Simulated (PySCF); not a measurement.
Atom-mapped SMILES (the numbers label the heavy atoms): `[F:1][SiH2:2][O:3][SiH:4]([O:5][SiH3:6])[O:7][SiH3:8]`. Hydrogens are named by the atom that carries them.

No relativistic terms, single conformer, averaged over atoms made equivalent by symmetry, fast rotation or ring inversion, isolated molecule. GFN2-xTB structure; shielding tensors at PBE0/pcSseg-1 (GIAO); PySCF 2.14.

Shifts are taken against calculated references (same method and geometry level): 1H (σ = 31.72 ppm) and 29Si (σ = 349.16 ppm) vs TMS; 19F (σ = 170.95 ppm) against CFCl3; H2O for 17O (σ = 336.08 ppm).

```csv
atoms,nucleus,count,δ (ppm)
O5/O7,17O,2,?
H(Si6)/H(Si8),1H,6,?
O3,17O,1,108.0
F1,19F,1,-164.0
H(Si4),1H,1,?
Si6/Si8,29Si,2,-43.3
Si2,29Si,1,-32.6
H(Si2),1H,2,5.01
Si4,29Si,1,-78.0
```

**Question.** Fill in the missing shifts.

**Answer.** 
- H(Si6)/H(Si8): 5.28 ppm, hydrogen on a silicon bonded to O
- H(Si4): 4.06 ppm, hydrogen on a silicon bonded to 3 O
- O5/O7: 52.8 ppm, oxygen bonded to 2 Si

Unscaled 19F shifts against computed CFCl3 carry errors that often reach 10 to 50 ppm. Experimental scales use liquid or dissolved standards, which lie at an offset from isolated H2O (liquid H2O: subtract about 36 ppm).
